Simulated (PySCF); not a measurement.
C₆H₆F₂.
SMILES with atom numbers: `[CH3:1][C:2]([CH3:3])=[C:4]1[C:5]([F:6])=[C:7]1[F:8]` (hydrogens: H9, H10, H11 on C1; H12, H13, H14 on C3)

The closed-shell SCF was solved with PySCF and density fitting under several settings on one GFN2-xTB geometry (grid level 2 and gas phase unless stated).

```csv
settings,basis functions,SCF cycles,E (Eh),HOMO (eV),LUMO (eV),dipole (D)
PBE0/pcSseg-1,166,14,-431.2771,-5.89,0.35,0.40
PBE0/def2-SVPD,214,14,-431.0274,-5.94,-0.19,0.42
```

Q: Estimate the row for these settings: BP86/cc-pVDZ.

A: 
```
    settings  basis functions  SCF cycles     E (Eh)  HOMO (eV)  LUMO (eV)  dipole (D)
BP86/cc-pVDZ              142          15  -431.8042      -4.64      -0.55        0.02
```

Q: Over all rows, what range does the HOMO–LUMO gap span?

A: From 4.09 eV (BP86/cc-pVDZ) to 6.24 eV (PBE0/pcSseg-1). The functional of the narrowest has no exact exchange, that of the widest 25 % exact exchange.

Q: Compare two rows with the functional PBE0: PBE0/pcSseg-1 and PBE0/def2-SVPD. Which energy is lower, and by how much?

A: PBE0/pcSseg-1 (166 functions) lies 0.2497 Eh or 157 kcal/mol below PBE0/def2-SVPD (214 functions). The smaller set gives the lower energy; the two sets aren't nested, so the variational bound doesn't order them by size.

Whole jobs, the steps after the SCF included, on one thread, Intel Xeon at 2.50 GHz (x86_64), no GPU (shared host):

```
      settings                                                                                    work after the SCF  wall time  peak memory
 PBE0/pcSseg-1    shieldings, ring-centre shieldings, charges and field gradients, density and orbital grids written       64 s     0.74 GiB
PBE0/def2-SVPD  6 singlets by full TDDFT, 2 Tamm–Dancoff triplets, polarisability, density and orbital grids written       77 s     0.87 GiB
  BP86/cc-pVDZ                          spin–spin couplings from 14 perturbed nuclei, spin–dipole term for 2 of them       59 s     0.50 GiB
```

Cycle counts include a coarse-grid stage where the run had one.
